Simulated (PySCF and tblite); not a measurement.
Values are calculated unless marked as measured or tabulated.
C₄H₉F₃SSi, numbered as in [CH3:1][S:2][Si:3]([CH3:4])([CH3:5])[C:6]([F:7])([F:8])[F:9].

First level. Conformers came from 150 starts (ETKDG and KDG, MMFF94s, GFN2-xTB); geometries are GFN2-xTB. Energies: PBE0-D3(BJ)/pcSseg-1, with GFN2-xTB thermal terms (modes under about 100 cm⁻¹ blended into free rotors). Symmetry numbers and mirror images are counted. Conformers within 2.5 kcal/mol (GFN2-xTB free energy) were kept, 4 at most. GIAO shieldings: PBE0/pcSseg-1. Shifts are against TMS (¹H), TMS (¹³C), CFCl3 (¹⁹F), TMS (²⁹Si) at the same level. Codes: tblite and PySCF.

It gives, at 298.15 K, with 2 conformers (largest weight 88 %): ¹H: 2.21 (H1, 3H), 0.49 (H4/H5, 6H) ppm. ¹³C: 139.2 (C6), 13.6 (C1), -1.5 (C4/C5) ppm. ¹⁹F: -78.3 (F7/F8/F9) ppm. ²⁹Si: 17.4 (Si3) ppm.

Second level: GFN2-xTB geometries, energies HF-D3(BJ)/pcseg-1 (IEF-PCM, chloroform), shieldings mPW1PW91/pcSseg-1 (IEF-PCM, chloroform), on up to 4 of the same conformers.

(1) How do the averaged shifts change?

Unscaled ¹⁹F and ²⁹Si shifts at such levels can be off by tens of ppm; differences between conformers or isomers are more reliable. Shifts are unscaled: against experiment ¹³C can be off by 15 ppm or more and ¹H by 0.8 ppm.

Answers

(1) 
```tsv
signal	first	second	change (ppm)
H1	2.21	2.23	0.02
H4/H5	0.49	0.59	0.11
C1	13.6	12.8	-0.7
C4/C5	-1.5	-1.3	0.2
C6	139.2	140.1	0.8
Si3	17.4	18.5	1.1
```

The largest weight becomes 53 %.


Conformer gaps in pcSseg-1 or pcseg-1 on xTB geometries can be 2 kcal/mol off for S=O, P=O and other polar bonds.